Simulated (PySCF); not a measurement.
An unknown is described by computed data only.

Formula: C8H6F2.

* UV, first state: lowest singlet excitation: 4.95 eV (251 nm, f = 0.086) [TDDFT CAM-B3LYP/def2-SVPD]
* 13C NMR: chemical shifts (computed TMS as zero) by class: 156.6 (1 C), 152.9 (1 C), 134.1 (1 C), 132.5 (1 C), 131.0 (1 C), 126.1 (1 C), 123.2 (1 C), 122.5 (1 C) ppm [GIAO HF/pcSseg-1]
* Dipole: 2.58 D [CAM-B3LYP/def2-SVPD]
* UV, strongest line: among the 10 lowest singlet transitions: S4 at 6.54 eV (189 nm, f = 0.428) [TDDFT CAM-B3LYP/def2-SVPD]
* Rotational structure: rotational constants A, B, C: 2.287, 1.113, 0.749 GHz [PBE0-D3(BJ)/def2-SVP]
* Triplet: lowest triplet excitation (Tamm–Dancoff): 3.18 eV [TDA CAM-B3LYP/def2-SVPD]

The electronic properties come from PySCF, for the isolated species, density fitting. Levels stand in brackets. The structure is a single PBE0-D3(BJ)/def2-SVP conformer in the gas phase; no vibrational or solvent corrections. Each NMR value is the plain mean over a class of atoms that symmetry, rotation or inversion makes alike.

**Question.** Propose a structure and show how it fits.

**Answer.** Numbering: `[CH2:1]=[CH:2][c:3]1[cH:4][cH:5][cH:6][c:7]([F:8])[c:9]1[F:10]`. Its formula, C8H6F2, gives 5 degrees of unsaturation: 1 ring and 4 π bonds in the structure found (Kekulé form). 8 carbons fall into 8 classes; from least to most shielded: aromatic C–F carbon [C7] (156.6 ppm), aromatic C–F carbon [C9] (152.9 ppm), alkene CH carbon [C2] (134.1 ppm), substituted aromatic carbon [C3] (132.5 ppm), aromatic CH carbon [C5] (131.0 ppm), aromatic CH carbon [C4] (126.1 ppm), aromatic CH carbon [C6] (123.2 ppm), terminal =CH2 carbon [C1] (122.5 ppm). By its constants the optimised geometry is an asymmetric top. Structure: `c1ccc(F)c(c1C=C)F`. The assignments are read from this structure; whether some other isomer fits the data as well wasn't checked.

Shape of the structure used: `[CH2:1]=[CH:2][c:3]1[cH:4][cH:5][cH:6][c:7]([F:8])[c:9]1[F:10]`: C1–C2–C3–C4 -1°.
